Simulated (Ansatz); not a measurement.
Coupled-cluster run, FH2HfIO2 (`[OH][Hf]([OH])([F])[I]`).

```yaml
crystal:
  periodic: [false, false, false]
  atoms:
    - {symbol: O, position_ang: [0.257314, 1.128221, 1.236274]}
    - {symbol: Hf, position_ang: [-0.059524, -0.397258, 0.149676]}
    - {symbol: O, position_ang: [0.406017, -0.066339, -1.661942]}
    - {symbol: F, position_ang: [1.021429, -1.827346, 0.794623]}
    - {symbol: I, position_ang: [-2.708862, -1.094009, 0.300909]}
    - {symbol: H, position_ang: [0.464920, 1.955806, 1.657432]}
    - {symbol: H, position_ang: [0.680006, 0.232725, -2.522673]}
basis:
  gaussian: {orbitals: def2-TZVPP}
correlation: {method: ccsd_t}
output: {orbitals: {seedname: orbitals}}
```

```sh
$ ansatz run in.yaml --threads 4 --pin off --events-out ev --progress --plain
```

The program prints (abridged):

```
Functional definition: HF
1616 factors; integrals over basis functions are off by at most 9.6e-4 eV
mean field evaluation 1: about -16181.2843 eV, gradient 6.4e1 eV
mean field evaluation 2: about -16181.3883 eV, gradient 6.4e1 eV
mean field evaluation 4: about -16188.1376 eV, gradient 2.8e0 eV
mean field evaluation 8: about -16188.1922 eV, gradient 2.9e-1 eV
mean field -16188.19250584 eV, -594.9051018385 hartree, gradient 4.4e-6 eV, S^2 0.000000; 0 other end points of the search recorded, 0 dependent functions left out
7 core orbitals not correlated: weight in the atoms' cores, before any rotation towards them, 1.000 or more for the frozen orbitals, at most 0.000 for the correlated occupied ones
reference -16188.19250584 eV, -594.9051018385 hartree; 25, 25 occupied and 195, 195 virtual orbitals, 1616 factors
second order -42.10912112 eV of doubles, -0.00000000 eV of singles
cycle   1  -39.99278094 eV  change     2.1e0 eV  update   1.6e-1
cycle   2  -40.91387207 eV  change   -9.2e-1 eV  update   6.1e-2
cycle   3  -41.15707502 eV  change   -2.4e-1 eV  update   2.6e-2
cycle   4  -41.12242908 eV  change    3.5e-2 eV  update   7.9e-3
cycle   5  -41.11194746 eV  change    1.0e-2 eV  update   2.6e-3
cycle   6  -41.11412511 eV  change   -2.2e-3 eV  update   9.7e-4
cycle   7  -41.11437481 eV  change   -2.5e-4 eV  update   2.7e-4
cycle   8  -41.11401237 eV  change    3.6e-4 eV  update   1.1e-4
cycle   9  -41.11402650 eV  change   -1.4e-5 eV  update   3.2e-5
perturbative correction -1.34484130 eV, -0.0494220061 hartree
Total energy: -16230.65137363 eV, -596.4654364504 hartree
```

It took 3.9 min on 4 threads of a server CPU on a shared host, with 5.2 GiB of host memory at the peak.

MP2 recovers 99.2 % of the CCSD(T) correlation energy and the triples give 3.2 %; T1 = 0.0141.
